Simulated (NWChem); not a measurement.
Everything below was run with NWChem. System: C₂H₃B, charge 0, spin multiplicity 1, at a geometry optimised with PBE/def2-SVP. The structure started from a generated list of species. Level: TD-PBE/aug-cc-pVDZ.

Input file:

```
start mol
memory heap 200 mb stack 900 mb global 1100 mb
geometry units angstroms nocenter noautoz
  B      0.000000     0.000000     1.404821
  C      0.000000     0.000000    -0.102620
  C      0.000000     0.000000    -1.336538
  H      0.000000     0.000000    -2.419292
  H     -1.051433     0.000000     2.015067
  H      1.051433     0.000000     2.015067
  symmetry group C2v
end
basis spherical
  * library aug-cc-pvdz
end
dft
  xc xpbe96 cpbe96
  semidirect memsize 60000000 filesize 0
  iterations 100
end
tddft
  rpa
  nroots 6
  notriplet
  thresh 1e-4
end
task tddft energy
```

Part of the output:

```
             Northwest Computational Chemistry Package (NWChem) 7.3.0
             --------------------------------------------------------

                                NWChem Input Module
                                -------------------

 Scaling coordinates for geometry "geometry" by  1.889725989
 (inverse scale =  0.529177249)

 Turning off AUTOSYM since
 SYMMETRY directive was detected!

                             Geometry "geometry" -> ""
                             -------------------------

 Output coordinates in angstroms (scale by  1.889725989 to convert to a.u.)

  No.       Tag          Charge          X              Y              Z
 ---- ---------------- ---------- -------------- -------------- --------------
    1 B                    5.0000     0.00000000     0.00000000     1.40482100
    2 C                    6.0000     0.00000000     0.00000000    -0.10262000
    3 C                    6.0000     0.00000000     0.00000000    -1.33653800
    4 H                    1.0000     0.00000000     0.00000000    -2.41929200
    5 H                    1.0000    -1.05143300     0.00000000     2.01506700
    6 H                    1.0000     1.05143300     0.00000000     2.01506700

 Effective nuclear repulsion energy (a.u.)      46.0864329131

            Nuclear Dipole moment (a.u.)
            ----------------------------
        X                 Y               Z
 ---------------- ---------------- ----------------
     0.0000000000     0.0000000000    -0.0000018897

      Symmetry information
      --------------------

 Group name             C2v
 Group number             16
 Group order               4
 No. of unique centers     5

      Symmetry unique atoms

     1    2    3    4    5


 Summary of "ao basis" -> "" (spherical)
 ------------------------------------------------------------------------------
       Tag                 Description            Shells   Functions and Types
 ---------------- ------------------------------  ------  ---------------------
 *                        aug-cc-pvdz                 on all atoms

  pbe96 is a nonlocal functional; adding pw91lda local functional.
[...]
     Total Oscillator Strength                     0.0000014374

          sigma_e =   1.8586 Angstrom
          sigma_h =   1.5081 Angstrom
         |d_h->e| =   0.7510 Angstrom
            d_exc =   2.5573 Angstrom
            d_CD1 =   1.1015 Angstrom
            d_CD2 =  -0.9324 Angstrom
            d_CD3 =   3.3082 Angstrom
     Pearson C.C. =  -0.0440

     Occ.    8  b1  ---  Virt.   11  b2  -0.99823 X
  ----------------------------------------------------------------------------
  Root   4 singlet b2             0.237079367 a.u.                6.4513 eV
  ----------------------------------------------------------------------------
     Transition Moments    X  0.00000   Y -0.26382   Z  0.00000
     Transition Moments   XX  0.00000  XY -0.00000  XZ  0.00000
     Transition Moments   YY  0.00000  YZ -1.32410  ZZ -0.00000
     Dipole Oscillator Strength                    0.0110009623
     Electric Quadrupole                           0.0000001244
     Magnetic Dipole                               0.0000018835
     Total Oscillator Strength                     0.0110029703

          sigma_e =   1.8620 Angstrom
          sigma_h =   1.4394 Angstrom
         |d_h->e| =   0.8293 Angstrom
            d_exc =   2.5281 Angstrom
            d_CD1 =   1.2519 Angstrom
            d_CD2 =  -0.8214 Angstrom
            d_CD3 =   3.3574 Angstrom
     Pearson C.C. =  -0.0307

     Occ.    7  a1  ---  Virt.   11  b2   0.99796 X
  ----------------------------------------------------------------------------
  Root   5 singlet b1             0.242909475 a.u.                6.6099 eV
  ----------------------------------------------------------------------------
     Transition Moments    X  0.26787   Y  0.00000   Z  0.00000
     Transition Moments   XX -0.00000  XY  0.00000  XZ -2.03714
     Transition Moments   YY  0.00000  YZ  0.00000  ZZ  0.00000
     Dipole Oscillator Strength                    0.0116200187
     Electric Quadrupole                           0.0000003167
     Magnetic Dipole                               0.0000005069
     Total Oscillator Strength                     0.0116208423

          sigma_e =   3.7145 Angstrom
          sigma_h =   1.6707 Angstrom
         |d_h->e| =   1.7674 Angstrom
            d_exc =   4.4351 Angstrom
            d_CD1 =   3.8111 Angstrom
            d_CD2 =  -0.9252 Angstrom
            d_CD3 =   6.2025 Angstrom
     Pearson C.C. =   0.0034

     Occ.   10  b1  ---  Virt.   13  a1   0.99939 X
  ----------------------------------------------------------------------------
  Root   6 singlet a2             0.260227201 a.u.                7.0811 eV
  ----------------------------------------------------------------------------
     Transition Moments    X  0.00000   Y -0.00000   Z -0.00001
     Transition Moments   XX  0.00001  XY  0.07069  XZ  0.00001
     Transition Moments   YY -0.00000  YZ -0.00000  ZZ -0.00001
     Dipole Oscillator Strength                    0.0000000000
     Electric Quadrupole                           0.0000000005
     Magnetic Dipole                               0.0000001563
     Total Oscillator Strength                     0.0000001568

          sigma_e =   3.4443 Angstrom
          sigma_h =   1.6359 Angstrom
         |d_h->e| =   0.4498 Angstrom
            d_exc =   3.8217 Angstrom
            d_CD1 =   2.2582 Angstrom
            d_CD2 =  -2.0903 Angstrom
            d_CD3 =   4.2715 Angstrom
     Pearson C.C. =   0.0121

     Occ.    9  b2  ---  Virt.   12  b1   0.32743 X
     Occ.   10  b1  ---  Virt.   14  b2   0.94436 X

              Target root =      1
          Target symmetry = none
      Ground state energy =   -102.630348561666
        Excitation energy =      0.126734310399
     Excited state energy =   -102.503614251267

  stored tddft:energy   -102.50361425126731

 Task  times  cpu:       49.5s     wall:       49.5s

 Total times  cpu:       49.5s     wall:       49.5s
```
